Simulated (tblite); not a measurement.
Compound: C3H9FNSi2 (doublet state).
Numbering: `[F:1][C:2]1[CH2:3][C@H:4]1[SiH2:5][NH:6][SiH3:7]` (hydrogens: H8, H9 on C3; H10 on C4; H11, H12 on Si5; H13 on N6; H14, H15, H16 on Si7)

A start from a force field or distance geometry was refined with GFN2-xTB geometry optimisation, gas phase in tblite. Values at the start:

```
   coordinate    start
        F1–C2  1.393 Å
        C2–C3  1.518 Å
        C2–C4  1.516 Å
        C3–C4  1.506 Å
        C3–H8  1.117 Å
        C3–H9  1.097 Å
       C4–Si5  1.858 Å
       C4–H10  1.106 Å
       Si5–N6  1.783 Å
      Si5–H11  1.479 Å
      Si5–H12  1.484 Å
       N6–Si7  1.791 Å
       N6–H13  1.042 Å
      Si7–H14  1.469 Å
     F1–C2–C3   118.0°
     F1–C2–C4   119.3°
     C2–C3–C4    60.2°
     C2–C4–C3    60.3°
    C2–C4–Si5   112.8°
     C3–C2–C4    59.5°
    C4–Si5–N6   112.9°
   Si5–N6–Si7   107.0°
  F1–C2–C4–C3    -107°
 C2–C3–C4–Si5    -101°
 C3–C4–Si5–N6       2°
C4–Si5–N6–Si7    -143°
```

Task: How do these coordinates change at the GFN2-xTB level?

Result: 
```tsv
coordinate	GFN2-xTB (Å or °)	change
C2–C4	1.455	-0.061
Si5–N6	1.724	-0.059
C2–C3	1.462	-0.056
N6–Si7	1.736	-0.055
C4–Si5	1.901	+0.043
C3–C4	1.544	+0.038
F1–C2	1.356	-0.037
C3–H8	1.080	-0.037
N6–H13	1.008	-0.034
C4–H10	1.082	-0.024
Si5–H11	1.462	-0.017
Si5–H12	1.467	-0.017
C3–H9	1.084	-0.013
Si7–H14	1.463	-0.006
Si5–N6–Si7	131.0	+24.0
C2–C4–Si5	122.1	+9.3
F1–C2–C3	123.7	+5.7
F1–C2–C4	124.9	+5.6
C3–C2–C4	63.9	+4.4
C4–Si5–N6	108.6	-4.3
C2–C3–C4	57.8	-2.4
C2–C4–C3	58.3	-2.0
C3–C4–Si5–N6	34	+32
C2–C3–C4–Si5	-111	-10
C4–Si5–N6–Si7	-133	+10
F1–C2–C4–C3	-114	-7
```

The energy falls by 0.781 eV over 106 L-BFGS steps, the largest force on an atom goes from 2.48 to 0.007 eV/Å, and the atoms move by 0.513 Å rms after alignment. The bond that changes most is C2–C4 (ends: carbon bonded to 2 C and F; carbon bonded to 2 C, Si and H), which shortens by 0.061 Å. Bonds longer at the end by more than 0.005 Å: 2 of 16; shorter: 13. Among the dihedrals that turn most is H11–Si5–N6–H13, from -144° to 165°. Rotational constants go from 3710, 911.2, 870.9 to 2910, 994.8, 892.9 MHz.

Time: 0.8 s of wall time. Hardware: one thread, Arm Neoverse V1 (aarch64) (shared host).

GFN2-xTB frequencies show an imaginary mode (24i cm⁻¹), so the point is no minimum at that level.

One conformer stands for the species.

These are computed values.
